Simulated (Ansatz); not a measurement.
This geometry of C₃H₉BOSi (15 atoms, charge 0, multiplicity 1) is a first-order saddle point.

All numbers below come from RKS PBE0/def2-SVP (Ansatz).

```xyz
15
Properties=species:S:1:pos:R:3
B -1.606 1.481 0.368
C -0.447 1.017 1.273
Si -0.015 -0.765 0.782
C 0.746 -0.879 -0.948
C 1.837 -0.173 -1.280
O 0.168 -1.701 -1.865
H -1.392 1.966 -0.719
H -2.756 1.300 0.704
H 0.495 1.571 1.128
H -0.698 0.959 2.345
H 0.909 -1.322 1.816
H -1.243 -1.629 0.747
H 2.271 -0.243 -2.282
H 2.319 0.485 -0.556
H -0.610 -2.119 -1.483
```

(1) Which two structures does it join? (They come from a converged band through this point; their orientation in space is the band's.)

(2) How far does it lie above each of them?

Results:

(1) No bond is made or broken. The dihedral C2–Si3–C4–O6 goes from -56 to -169°.

First end point:

```xyz
15
Properties=species:S:1:pos:R:3
B -1.605 1.282 0.193
C -0.632 0.958 1.349
Si 0.257 -0.664 0.915
C 0.715 -0.672 -0.913
C 1.976 -0.727 -1.363
O -0.310 -0.493 -1.804
H -1.409 2.189 -0.581
H -2.591 0.588 0.026
H 0.120 1.735 1.554
H -1.170 0.692 2.276
H 1.479 -0.866 1.747
H -0.710 -1.783 1.156
H 2.193 -0.676 -2.434
H 2.810 -0.814 -0.665
H -1.144 -0.798 -1.426
```

Last end point:

```xyz
15
Properties=species:S:1:pos:R:3
B -1.225 1.696 0.264
C -0.392 0.965 1.343
Si -0.122 -0.825 0.802
C 0.696 -0.979 -0.894
C 1.299 0.055 -1.500
O 0.728 -2.207 -1.481
H -0.731 2.506 -0.485
H -2.403 1.440 0.138
H 0.591 1.407 1.567
H -0.964 0.829 2.279
H 0.704 -1.551 1.818
H -1.432 -1.551 0.719
H 1.788 -0.074 -2.471
H 1.322 1.042 -1.037
H 0.119 -2.805 -1.035
```

(2) 0.101 eV above the first and 0.050 eV above the second. This is the barrier of this one path; another mechanism may lie lower.

Run time: 13 min on 2 threads of Arm Neoverse V1, on a shared host, peak memory 0.39 GiB.
